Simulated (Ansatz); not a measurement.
A structure relaxed at PBE-D4/def2-SVP in Ansatz, charge 0, singlet:

```xyz
8

Bi    1.794    0.828   -0.948
Bi   -1.182   -1.027    1.533
Cl   -0.077    1.287   -2.499
Cl   -2.126   -3.257    2.136
Cl    0.618    1.526    1.227
Cl    0.668   -1.943    0.003
Cl    3.086    2.947   -1.219
Cl   -2.780   -0.361   -0.233
```

Q: Give its formula and point group.

A: Bi2Cl6. Point group C2 (tolerance 0.1 Å).

Q: Summarise the bond lengths by kind (pairs closer than 1.2 times the sum of covalent radii, bridged metal pairs left out).

A: 6 × Bi–Cl 2.47 to 2.57 Å.

In the def2 sets Bi takes a core potential; there is no spin–orbit coupling. Another isomer (singlet) lies 0.10 eV lower at PBE0-D4/def2-TZVP; other spin states weren't run for this one.
